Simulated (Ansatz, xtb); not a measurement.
**C5H6O2S: which of two isomers lies lower**

We compare I, `COc1cc(O)cs1`, a singlet, with II, `COc1csc(O)c1`, a singlet. Both are isolated molecules in the gas phase, relaxed with PBE-D3(BJ)/def2-SVP, each in the lowest conformer that the search found.

Energies in hartree; the thermal terms are from GFN2-xTB frequencies at re-optimised GFN2-xTB minima (ideal gas, soft modes damped towards free rotors, one conformer each, 298.15 K, 1 atm) and include the zero-point energy:

|  | I | II |
| --- | --- | --- |
| E, CCSD(T)/def2-SVP | −740.900942 | −740.902050 |
| E, MP2/def2-SVP | −740.807456 | −740.808213 |
| E, MP2/def2-TZVPP | −741.635747 | −741.636350 |
| zero-point energy | 0.099847 | 0.099867 |
| H(298 K) − E | 0.108981 | 0.108971 |
| G(298 K) − E | 0.067064 | 0.067205 |

Correct the CCSD(T) difference for the basis set by the MP2 change, then work out ΔE, ΔE₀, ΔH and ΔG for I → II in kJ/mol (1 Eh = 2625.50 kJ/mol) and the equilibrium ratio [II]/[I].

1. Differences II − I: CCSD(T) −0.001108, MP2 in the small set −0.000757, MP2 in the large set −0.000603 Eh.
2. ΔE = −0.001108 + (−0.000603 − (−0.000757)) = −0.000954 Eh = −2.50 kJ/mol.
3. ΔE₀ = ΔE + ΔZPE = −0.000954 + (+0.000020) Eh = −2.45 kJ/mol.
4. ΔH = ΔE + (−0.000010) Eh = −2.53 kJ/mol.
5. ΔG = ΔE + (+0.000141) Eh = −2.13 kJ/mol, so ΔS = (ΔH − ΔG)/T = −1.3 J/(mol K).
6. kT = 0.9442 mEh, so K = [II]/[I] = exp(−ΔG/kT) = exp(+0.86) ≈ 2.4.

The two are too close for this level to say which is favoured. An error of 4 kJ/mol in ΔG would change K by a factor of 5. Mirror images and further conformers aren't counted.

As drawn, both hold the same kinds of bond in the same numbers.

Other levels gave ΔE = +3.0 (GFN2-xTB); −1.1 (HF/STO-3G, GFN2-xTB geometries); −1.2 (r2SCAN-D4/def2-SVP, GFN2-xTB geometries); −1.0 (PBE-D3(BJ)/def2-SVP); −5.2 (HF/def2-SVP); −2.0 (MP2/def2-SVP); −2.9 (CCSD(T)/def2-SVP) kJ/mol. The correlated steps freeze 12 core orbitals. Programs: Ansatz 0.2.0, xtb 6.7.1.
